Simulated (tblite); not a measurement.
Species: C8H11 (doublet state).
Numbering: `[CH2:1]1[CH2:2][CH:3]1[C@H:4]1[C:5]2[CH2:6][CH:7]1[CH2:8]2` (hydrogens: H9, H10 on C1; H11, H12 on C2; H13 on C3; H14 on C4; H15, H16 on C6; H17 on C7; H18, H19 on C8)

Computed with GFN2-xTB (tblite), gas phase: L-BFGS steps from a force-field or distance-geometry start until the largest atomic force falls under 0.01 eV/Å.

Step 28: E = -613.8891 eV
```
atom  x, y, z in Å  |  force x, y, z in eV/Å
C1      2.2606   -0.5028    0.3451   -0.021   0.001  -0.005
C2      2.3167    0.3377   -0.8937    0.104  -0.027   0.063
C3      1.0339   -0.3439   -0.5132    0.003   0.010  -0.042
C4     -0.1201    0.4764   -0.0407   -0.020  -0.012   0.012
C5     -1.4801    0.4422   -0.7761    0.031   0.051  -0.051
C6     -2.1545    1.0365    0.4676    0.011   0.003   0.021
C7     -1.2178   -0.1012    0.8891    0.027  -0.007   0.010
C8     -1.7831   -0.9677   -0.2430    0.040   0.039   0.058
H9      2.7636   -1.4591    0.3492   -0.023   0.026  -0.020
H10     2.2852   -0.0047    1.3036   -0.033   0.026  -0.039
H11     2.3989    1.4085   -0.7736   -0.086  -0.026   0.000
H12     2.8628   -0.0355   -1.7468   -0.009  -0.022   0.008
H13     0.7639   -1.1966   -1.1204    0.022  -0.055  -0.009
H14     0.2174    1.4722    0.2526   -0.032  -0.010   0.000
H15    -3.2188    0.8666    0.5836   -0.041  -0.019   0.006
H16    -1.8741    2.0456    0.7489    0.017   0.045   0.038
H17    -1.0442   -0.4349    1.9116   -0.004   0.006  -0.021
H18    -1.1852   -1.8020   -0.5912   -0.028   0.025  -0.002
H19    -2.8348   -1.2280   -0.1600    0.042  -0.052  -0.027
```

Step 29: E = -613.8905 eV
```
atom  x, y, z in Å  |  force x, y, z in eV/Å
C1      2.2574   -0.4995    0.3458   -0.051  -0.028   0.025
C2      2.3193    0.3338   -0.8954    0.078  -0.020   0.052
C3      1.0327   -0.3409   -0.5162    0.009  -0.011  -0.033
C4     -0.1210    0.4805   -0.0446    0.002  -0.012   0.016
C5     -1.4824    0.4467   -0.7771    0.015   0.030   0.008
C6     -2.1556    1.0347    0.4717    0.005   0.019   0.018
C7     -1.2137   -0.1015    0.8875   -0.011   0.007   0.002
C8     -1.7814   -0.9651   -0.2445    0.027   0.024   0.017
H9      2.7562   -1.4572    0.3587   -0.011   0.004  -0.032
H10     2.2791    0.0017    1.3019   -0.030   0.046  -0.016
H11     2.4023    1.4037   -0.7779   -0.071   0.013  -0.012
H12     2.8662   -0.0461   -1.7440    0.002  -0.018  -0.017
H13     0.7611   -1.1965   -1.1186    0.028  -0.052  -0.015
H14     0.2168    1.4748    0.2524   -0.030   0.000  -0.009
H15    -3.2205    0.8609    0.5886    0.004  -0.012   0.006
H16    -1.8779    2.0446    0.7556    0.011   0.024   0.033
H17    -1.0331   -0.4396    1.9074   -0.014   0.014  -0.019
H18    -1.1824   -1.7966   -0.5968   -0.027   0.012  -0.006
H19    -2.8329   -1.2291   -0.1618    0.062  -0.041  -0.018
```

**Question.** Estimate the geometry and energy of step 30. (The exact step hangs on the optimiser's Hessian estimate; all steps are aligned on step 29, rigid shifts and turns removed.)

**Answer.** E = -613.8915 eV, largest force 0.078 eV/Å
```
atom  x, y, z in Å  |  force x, y, z in eV/Å
C1      2.2543   -0.4976    0.3468   -0.056  -0.037   0.040
C2      2.3227    0.3305   -0.8956    0.026  -0.011   0.023
C3      1.0320   -0.3389   -0.5191    0.011  -0.026  -0.018
C4     -0.1216    0.4832   -0.0473    0.022  -0.008   0.008
C5     -1.4837    0.4505   -0.7776   -0.002   0.009   0.051
C6     -2.1563    1.0338    0.4750    0.002   0.029   0.012
C7     -1.2109   -0.1016    0.8865   -0.030   0.020  -0.004
C8     -1.7797   -0.9628   -0.2453    0.010   0.006  -0.024
H9      2.7506   -1.4558    0.3649   -0.002  -0.017  -0.031
H10     2.2742    0.0074    1.3004   -0.029   0.052   0.006
H11     2.4036    1.4004   -0.7814   -0.051   0.031  -0.017
H12     2.8687   -0.0541   -1.7423    0.014  -0.011  -0.023
H13     0.7598   -1.1973   -1.1176    0.032  -0.037  -0.017
H14     0.2157    1.4768    0.2519   -0.020   0.008  -0.014
H15    -3.2217    0.8565    0.5925    0.041  -0.003   0.006
H16    -1.8804    2.0443    0.7611    0.004   0.003   0.028
H17    -1.0256   -0.4427    1.9040   -0.018   0.017  -0.008
H18    -1.1811   -1.7925   -0.6011   -0.012   0.001  -0.010
H19    -2.8303   -1.2308   -0.1635    0.060  -0.027  -0.009
```

The energy changes by -0.0010 eV. The first-order estimate −F·Δx gives -0.0014 eV and the mean of the old and new forces, exact on a quadratic surface, -0.0010 eV. The step makes an angle of 73° with the force vector and moves no atom by more than 0.009 Å.

What follows is the cost of the whole relaxation. Hardware: one thread, Arm Neoverse V2 (aarch64), no GPU, on a shared host. Cost: 0.29 s.
